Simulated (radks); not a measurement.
Spherical quantum dot in the effective-mass picture: electrons in a well V = -V0 / (1 + exp((r - R)/a)) with V0 = 1.87, R = 11.8, a = 0.36, with a point charge +2 (a donor) at the centre, all in effective atomic units (hartree* = m*/eps^2 hartree, bohr* = eps/m* bohr), one dielectric constant everywhere. Calculated with a radial shooting solver with Libxc functionals: non-relativistic Kohn-Sham, LDA (Slater exchange, Perdew-Wang correlation), spin-polarised, spherical densities. Levels are named by radial order and angular momentum (1s, 1p, 1d, 2s, ...), and open shells are averaged over m. Results are scaled to m* = 0.168 and eps = 4.1, for which hartree* = 272 meV and bohr* = 1.291 nm.

N = 17, configuration 1s2 1p6 1d(up 5, down 2) 2s2. This is the lowest configuration that the search found (a dilute case). Occupied and some empty levels:

level    occupation  eigenvalue (meV)  <r> (nm)
1s down           1           -199.48     1.242
1s up             1           -199.48     1.242
2s up             1           -104.98     11.51
2s down           1           -102.23     11.49
1p up             3           -101.26     11.61
1p down           3           -98.485     11.59
1d up             5           -94.019     11.77
1d down           2           -91.216     11.76
1f up             0           -83.614     11.93
1f down           0           -80.791     11.93
1g up             0           -70.257     12.10
1g down           0           -67.425     12.10
2p up             0           -42.830     8.237
2p down           0           -41.530     8.173

Energy (meV): total -6237.29, kinetic 1168.9, external -11215, Hartree 4627.5, exchange-correlation -818.17.

Electron density:

r (nm)  n(r) (e/nm^3)
0.444          0.4319
1.56          0.02359
2.67         0.001880
3.79        0.0002127
4.90       0.00009681
6.02        0.0001679
7.14        0.0003395
8.25        0.0006464
9.37         0.001111
10.5         0.001646
11.6         0.001958
12.7         0.001660
13.8        0.0008012
14.9        0.0001523
16.1       0.00001040
17.2        4.850e-07
18.3        2.353e-08
19.4        1.176e-09
